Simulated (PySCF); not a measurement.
thiophene (C$_{4}$H$_{4}$S), singlet, at a GFN2-xTB geometry; PySCF with SVWN5/6-31G.

PySCF was given this input:
```python
from pyscf import gto, scf, dft

mol = gto.Mole()
mol.atom = '''
    S     0.008638   -0.007341    1.192886
    C     0.002988    1.225833   -0.005095
    C    -0.003171   -1.225678   -0.020136
    C    -0.007387    0.715073   -1.261196
    C    -0.010941   -0.699498   -1.269875
    H     0.007731    2.253480    0.299008
    H    -0.003601   -2.256990    0.271334
    H    -0.012358    1.318248   -2.151350
    H    -0.018915   -1.291672   -2.167363
'''
mol.basis = '6-31g'
mol.charge = 0
mol.spin = 0
mol.verbose = 4
mol.build()

mf = dft.RKS(mol)
mf.xc = 'lda,vwn'
mf.conv_tol = 1e-6
mf.kernel()
```

Output, abridged:

```
PySCF version 2.14.0

[INPUT] verbose = 4
[INPUT] num. atoms = 9
[INPUT] num. electrons = 44
[INPUT] charge = 0
[INPUT] spin (= nelec alpha-beta = 2S) = 0
[INPUT] symmetry False subgroup None
[INPUT] Mole.unit = angstrom
[INPUT] Symbol           X                Y                Z      unit          X                Y                Z       unit  Magmom
[INPUT]  1 S      0.008638000000  -0.007341000000   1.192886000000 AA    0.016323454264  -0.013872479480   2.254227837828 Bohr   0.0
[INPUT]  2 C      0.002988000000   1.225833000000  -0.005095000000 AA    0.005646501660   2.316488644454  -0.009628154605 Bohr   0.0
[INPUT]  3 C     -0.003171000000  -1.225678000000  -0.020136000000 AA   -0.005992321541  -2.316195736905  -0.038051525244 Bohr   0.0
[INPUT]  4 C     -0.007387000000   0.715073000000  -1.261196000000 AA   -0.013959406882   1.351292129071  -2.383315029397 Bohr   0.0
[INPUT]  5 C     -0.010941000000  -0.699498000000  -1.269875000000 AA   -0.020675493529  -1.321859644681  -2.399715962432 Bohr   0.0
[INPUT]  6 H      0.007731000000   2.253480000000   0.299008000000 AA    0.014609472669   4.258460027185   0.565043229054 Bohr   0.0
[INPUT]  7 H     -0.003601000000  -2.256990000000   0.271334000000 AA   -0.006804903775  -4.265092965882   0.512746948283 Bohr   0.0
[INPUT]  8 H     -0.012358000000   1.318248000000  -2.151350000000 AA   -0.023353235447   2.491127684256  -4.065462298083 Bohr   0.0
[INPUT]  9 H     -0.018915000000  -1.291672000000  -2.167363000000 AA   -0.035744169646  -2.440906322769  -4.095722482516 Bohr   0.0

nuclear repulsion = 203.525783892669
number of shells = 35
number of NR pGTOs = 150
number of NR cGTOs = 57
basis = 6-31g
ecp = {}

******** <class 'pyscf.dft.rks.RKS'> ********
method = RKS
initial guess = minao
damping factor = 0
level_shift factor = 0
DIIS = <class 'pyscf.scf.diis.CDIIS'>
diis_start_cycle = 1
diis_space = 8
diis_damp = 0
SCF conv_tol = 1e-06
SCF conv_tol_grad = None
SCF max_cycles = 50
direct_scf = True
direct_scf_tol = 1e-13
XC library pyscf.dft.libxc version 7.1.2
    S. Lehtola, C. Steigemann, M. J. T. Oliveira, and M. A. L. Marques,  SoftwareX 7, 1–5 (2018)
XC functionals = lda,vwn
    P. A. M. Dirac,  Math. Proc. Cambridge Philos. Soc. 26, 376 (1930)
    F. Bloch,  Z. Phys. 57, 545 (1929)
    S. H. Vosko, L. Wilk, and M. Nusair,  Can. J. Phys. 58, 1200 (1980)
radial grids:
    Treutler-Ahlrichs [JCP 102, 346 (1995); DOI:10.1063/1.469408] (M4) radial grids

becke partition: Becke, JCP 88, 2547 (1988); DOI:10.1063/1.454033
pruning grids: <function nwchem_prune>
grids dens level: 3
symmetrized grids: False
atomic radii adjust function: <function treutler_atomic_radii_adjust>
small_rho_cutoff = 0
Set gradient conv threshold to 0.001
Initial guess from minao.
tot grids = 114584
init E= -550.864042401025
  HOMO = -0.284825092987344  LUMO = -0.101948648407539  gap/eV = 4.97632
cycle= 1 E= -550.056068533182  delta_E= 0.808  |g|= 0.455  |ddm|= 3.35
  HOMO = -0.140719599785147  LUMO = 0.0246071681614775  gap/eV = 4.49877
cycle= 2 E= -549.926127482757  delta_E= 0.13  |g|= 0.782  |ddm|= 1.56
  HOMO = -0.204304972206481  LUMO = -0.0255637503721928  gap/eV = 4.86380
cycle= 3 E= -550.105959484764  delta_E= -0.18  |g|= 0.17  |ddm|= 1.32
  HOMO = -0.214761205577903  LUMO = -0.0385016029085194  gap/eV = 4.79627
cycle= 4 E= -550.115567320892  delta_E= -0.00961  |g|= 0.033  |ddm|= 0.266
  HOMO = -0.211942724111923  LUMO = -0.0369841986577297  gap/eV = 4.76086
cycle= 5 E= -550.115772008497  delta_E= -0.000205  |g|= 0.0189  |ddm|= 0.0814
  HOMO = -0.21207319904844  LUMO = -0.0365766476725999  gap/eV = 4.77550
cycle= 6 E= -550.115879404742  delta_E= -0.000107  |g|= 0.00196  |ddm|= 0.0257
  HOMO = -0.212243503667245  LUMO = -0.036754119616931  gap/eV = 4.77531
cycle= 7 E= -550.115880752179  delta_E= -1.35e-06  |g|= 8.1e-05  |ddm|= 0.0058
  HOMO = -0.212248251726188  LUMO = -0.0367592935228549  gap/eV = 4.77530
cycle= 8 E= -550.115880755187  delta_E= -3.01e-09  |g|= 1.94e-05  |ddm|= 0.000256
  HOMO = -0.212249083655436  LUMO = -0.0367604245230111  gap/eV = 4.77529
Extra cycle  E= -550.115880754743  delta_E= 4.44e-10  |g|= 4.39e-05  |ddm|= 9.6e-05
converged SCF energy = -550.115880754743
```
